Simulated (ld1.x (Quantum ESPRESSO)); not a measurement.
# What one change does to a pseudopotential (Sb, ultrasoft)

ld1.x (Quantum ESPRESSO) 7.5 input, shortened:

```
&input
   title='Sb', zed=51., rel=2, dft='PZ', iswitch=3,
   config='[Kr] 4d10 5s2 5p3', rel_dist='average'
 /
 &inputp
   pseudotype=3, tm=.true., lloc=-1, rcloc=2.15,
   nlcc=.true., new_core_ps=.true., rcore=1.45,
   which_augfun='PSQ', rmatch_augfun=1.80
 /
4
5S  1  0   2.00   0.00  2.00  2.25  0.0
5S  1  0   0.00   0.25  2.00  2.25  0.0
5P  2  1   3.00   0.00  2.25  2.45  0.0
5P  2  1   0.00   0.05  2.25  2.45  0.0
 &test
   configts(1)='5s2 5p3'
 /
```

Open shells are filled in proportion to 2j + 1 (rel_dist='average').

All-electron outer shells of the reference configuration (LDA (PZ), scalar-relativistic, ld1.x):

| shell | level (eV) | outermost node (bohr) | outermost maximum (bohr) |
| --- | --- | --- | --- |
| 4p | -101.60 | 0.39 | 0.76 |
| 4d | -33.55 | 0.38 | 0.84 |
| 5s | -13.09 | 0.95 | 1.88 |
| 5p | -5.00 | 1.04 | 2.32 |

Change: core [Kr], valence charge 15; reference 4d10 5s1.5 5p3.5; waves now 5s (bound): rcut 2.00, rcutus 2.20 bohr; 5s channel at 0.25 Ry: rcut 2.00, rcutus 2.20 bohr; 5p (bound): rcut 1.65, rcutus 2.05 bohr; 5p channel at 0.05 Ry: rcut 1.65, rcutus 2.05 bohr; 4d (bound): rcut 0.75, rcutus 1.00 bohr; 4d channel at -1.45 Ry: rcut 0.75, rcutus 1.00 bohr; local potential all-electron potential smoothed inside 1.20 bohr (lloc = -1); core correction none; augmentation PSQ, radius 0.70 bohr.

Cutoffs: the cutoffs (Ry, on a coarse ladder) from which the occupation-weighted sum of valence levels, in a spherical-Bessel basis at the reference potential, stays within 10 and 1 mRy of its value at 400 Ry; they do not see the model core or the augmentation charge, which bear on the density cutoff. Errors are all-electron minus pseudo energies relative to the spin-unpolarised reference configuration.

Task: What does the change do?

Result: The potential gets harder (6 Ry and 12 Ry → 120 Ry and 260 Ry); a bound ghost appears in p, s, which as a rule spoils a file; the number of tests with a reliable result goes from 7 to 3 (the test run of the changed file stopped, so its transferability is not established). The added semicore shells are compact, so their waves need more plane waves. Several settings change at once here, so the effects cannot be laid on one of them.

| quantity | base | changed |
| --- | --- | --- |
| cutoff, loose | 6 Ry | 120 Ry |
| cutoff, tight | 12 Ry | 260 Ry |
| bound ghosts | none | s, p3/2, p1/2 |
| tests with a reliable result | 7 of 7 | 3 of 7 (the test run stopped) |
| lowest overlap eigenvalue by channel | s 0.33, p1/2 0.56, p3/2 0.55 | s 0.11, p1/2 0.44, p3/2 0.50, d3/2 0.93, d5/2 0.92 |

 A true bound ghost makes a file unfit for plane-wave use even where its test errors are small: the radial tests pick states by their node count and pass the ghost by.
